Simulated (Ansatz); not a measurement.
BFH$_{6}$SSi$_{2}$ at its PBE0-D4/def2-TZVP geometry, where that method's forces vanish. Charge 0, multiplicity 1. The bonds changed during the relaxation, so this is another structure than the one it started from.

```tsv
atom	x (Å)	y (Å)	z (Å)
B1	-1.4062	0.0244	0.1725
Si2	-0.0075	-1.1920	-0.6635
Si3	1.3155	0.2006	0.6060
F4	2.7515	0.8246	0.2819
S5	-0.2920	1.7076	0.2311
H6	-2.4040	0.2744	-0.4450
H7	-1.5746	-0.1914	1.3470
H8	0.3023	-0.8766	-2.0891
H9	0.1082	-2.6578	-0.4385
H10	1.2159	0.0636	2.0799
H11	-0.0091	1.8224	-1.0822
```

For each bond, give half the difference of the two atoms' forces along it (eV/Å; positive pushes the atoms apart) under PBE-D4, r2SCAN-D4, B3LYP-D4, ωB97M-V in def2-TZVPP. (Estimate.)

The calculation gave: 
```tsv
bond	length (Å)	PBE-D4	r2SCAN-D4	B3LYP-D4	ωB97M-V
B1–Si2	2.034	-0.06	0.03	0.16	0.08
B1–S5	2.019	0.00	0.12	0.31	0.19
B1–H6	1.200	0.09	-0.04	-0.19	-0.14
B1–H7	1.206	0.06	-0.05	-0.13	-0.10
Si2–Si3	2.302	-0.19	-0.02	0.13	0.03
Si2–H8	1.493	0.11	-0.01	-0.09	-0.11
Si2–H9	1.487	0.08	-0.02	-0.11	-0.12
Si3–F4	1.599	0.55	0.06	0.13	0.15
Si3–S5	2.235	0.11	0.07	0.20	0.06
Si3–H10	1.484	0.08	-0.02	-0.16	-0.19
S5–H11	1.348	0.26	0.01	-0.05	-0.11
```

B3LYP here is the variant with VWN-RPA as its local correlation; programs differ in this.

Computed with Ansatz.
